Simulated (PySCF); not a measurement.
## How methods differ on the ionisation energy of Mn

Mn [Ar] 3d5 4s2 (6S) → Mn⁺ [Ar] 3d5 4s1 (7S), as a difference of total energies. All numbers are calculated (PySCF 2.14, scalar relativity by spin-free X2C-1e, in x2c-TZVPPall with one added diffuse shell each of s, p, d, f type (7s6p5d3f1g, 80 functions)). Correlated levels: valence and next inner shell: [Ne] frozen. The calculations carry no spin-orbit coupling.

| method | ionisation energy (eV) |
| --- | --- |
| UHF | 6.027 |
| MP2 (valence and next inner shell) | 7.125 |
| SCS-MP2 (valence and next inner shell) | 7.236 |
| CCSD (valence and next inner shell) | 7.239 |
| CCSD(T) (valence and next inner shell) | 7.359 |

Errors of the correlated levels include the incompleteness of this basis and the frozen core.

Which method comes closest to the reference value, and which is furthest?

The reference is 7.434 eV (measured; NIST Atomic Spectra Database, ionization energies). Closest: CCSD(T) (valence and next inner shell) (error -0.075 eV); furthest: UHF (error -1.407 eV).
